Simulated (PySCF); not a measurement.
## ZrHF + 2 Cl₂ → ZrCl₄ + HF

Level: PBE0 in the def2-TZVP basis family, computed in PySCF with density fitting; scalar-relativistic core potentials for atoms from Rb on, none lighter, no spin–orbit coupling; open shells unrestricted.

| species | state and structure | E (Eh) | ZPE (kJ/mol) | H(298 K) − H(0) (kJ/mol) | S° (J/(mol K)) |
| --- | --- | --- | --- | --- | --- |
| ZrHF | triplet, Cs, Zr–F 1.890 Å, Zr–H 1.862 Å; F–Zr–H 118.4° | -147.40893 | 16.1 | 11.1 | 268.6 |
| Cl₂ | singlet, D∞h, Cl–Cl 1.982 Å | -920.08940 | 3.5 | 9.1 | 222.5 |
| ZrCl₄ | singlet, Td, Zr–Cl 2.317 Å (×4) | -1887.62261 | 13.2 | 22.5 | 367.2 |
| HF | singlet, C∞v, H–F 0.920 Å | -100.39188 | 24.9 | 8.7 | 173.6 |

(1) What is the electronic reaction energy?

(2) Add zero-point, thermal and entropy terms for 298.15 K and 1 bar.

## Answers

(1) At PBE0/def2-TZVP, ΔE = -1120.5 kJ/mol from the differences of the total energies times 2625.5, downhill. Chlorination of this kind underlies dry etching.

(2) ΔZPE = 15.0 and Δ[H(298) − H(0)] = 1.9 kJ/mol give ΔH° = -1103.6 kJ/mol. ΔS° = -172.8 J/(mol K), so ΔG° = -1103.6 − 298.15 × (-0.1728) = -1052 kJ/mol.

Open d or f shells are single determinants, so the state found may not be the ground state. Each species is the lowest minimum found with this bonding; other isomers or fragments can lie lower.
